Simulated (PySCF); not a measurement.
Run record: EPR job, `N#C[SiH2][SiH2]CC[C]=[N-]` [radical].

Method: UKS B3LYP, pcH-1 on C H N Si, non-relativistic, mean-field spin-orbit, GIAO (PySCF 2.14.0). Geometry: GFN2-xTB. The input is one job of a driver script: a line of settings, then coordinates in Å.

Command:
```bash
OMP_NUM_THREADS=1 python probes_run.py task.json out
```

Input:
```
{"job": {"kind": "epr", "basis": "pcH-1"}, "charge": -1, "multiplicity": 2}
N      2.359310     1.813916    -2.640558
C      2.428620     0.917853    -1.894161
Si     2.057802    -0.174881    -0.422897
Si     0.712015    -0.175487     1.463842
C     -1.034423     0.345800     0.849676
C     -1.463131    -0.487961    -0.359165
C     -2.807270    -0.183281    -0.747892
N     -3.899032     0.078086    -1.000853
H      1.759378    -1.445327    -1.162216
H      3.441597    -0.334819     0.119289
H      0.294744    -1.110985     2.577952
H      1.137975     0.970932     2.312556
H     -1.033324     1.399789     0.564337
H     -1.776277     0.238236     1.644368
H     -0.781175    -0.286835    -1.194964
H     -1.404407    -1.556092    -0.120725
```

Q: What does the run print?

A: 
```
UKS, coarse grid
  cycle   1  E = -845.65707543  |g| = 4.54e-01
  cycle   2  E = -845.39571086  |g| = 8.84e-01
  cycle   3  E = -845.74729890  |g| = 1.81e-01
  cycle   4  E = -845.76128929  |g| = 5.99e-02
  cycle   5  E = -845.76284482  |g| = 2.31e-02
  cycle   6  E = -845.76301786  |g| = 1.27e-02
  cycle   7  E = -845.76309078  |g| = 2.49e-03
  cycle   8  E = -845.76309616  |g| = 7.60e-04
UKS, final grid
  cycle   1  E = -845.76309283  |g| = 8.36e-04
  cycle   2  E = -845.76309242  |g| = 1.36e-03
  cycle   3  E = -845.76309328  |g| = 3.84e-04
  cycle   4  E = -845.76309336  |g| = 1.24e-04
  cycle   5  E = -845.76309339  |g| = 7.68e-05
  cycle   6  E = -845.76309339  |g| = 4.62e-05
  cycle   7  E = -845.76309340  |g| = 1.83e-05
E = -845.76309340 Eh   <S^2> = 0.7552 (exact 0.7500)
g shifts (ppm)      1          2          3
  rmc          -141       -141       -141
  gc             12         16        -67
  oz_so        -471        288       3262
  total        -600        162       3054
hyperfine (MHz)  atom isotope    a_iso     a_fc   dipolar eigenvalues
    0   14N       4.54       4.57     -6.95     -6.78     13.72
    1   13C     172.79     172.84    -12.94     -5.25     18.20
    2  29Si    -427.63    -428.03    -47.28     15.81     31.47
    3  29Si    -368.60    -368.96    -45.91     15.48     30.44
    4   13C       6.51       6.51     -1.03      0.22      0.81
    5   13C       1.40       1.40     -1.27     -0.26      1.53
    6   13C      -0.62      -0.61     -0.30     -0.13      0.43
    7   14N       0.13       0.13     -0.28     -0.20      0.48
    8    1H     -13.82     -13.83     -4.38     -1.49      5.88
    9    1H     -10.35     -10.35     -4.49     -1.40      5.89
   10    1H     167.89     167.88     -4.24     -0.99      5.22
   11    1H     -14.46     -14.46     -3.99     -1.44      5.44
   12    1H       0.56       0.56     -2.15     -0.45      2.59
   13    1H      -0.99      -0.99     -1.67     -0.01      1.68
   14    1H      -2.34      -2.35     -3.37     -1.40      4.77
   15    1H      -0.58      -0.58     -1.32     -0.84      2.16
```

rmc, gc and oz_so are the mass-correction, gauge-correction and orbital-Zeeman/spin–orbit parts of the g shift along its three principal axes; a_iso is the isotropic hyperfine coupling and a_fc its Fermi-contact part. Atoms in this output count from 0.

Q: How far is ⟨S²⟩ from the pure-spin value?

A: S = 0.5 gives S(S+1) = 0.75; the run has 0.7552, 0.0052 more.

In short: ⟨S²⟩ 0.755; g_iso 2.0032.

Whether the extra electron is bound in the gas phase wasn't checked; a finite basis holds it in any case.

Q: Estimate the wall time. Hardware: an Arm Neoverse V1 with one thread, shared host. And the peak memory of the process?

A: About 2.3 min (density and orbital grids were written too), with 1.1 GiB resident at the peak, the Python interpreter and its libraries included.

One conformer stands for the species.
Labels such as C1 count atoms from 1, the log's own numbers from 0.
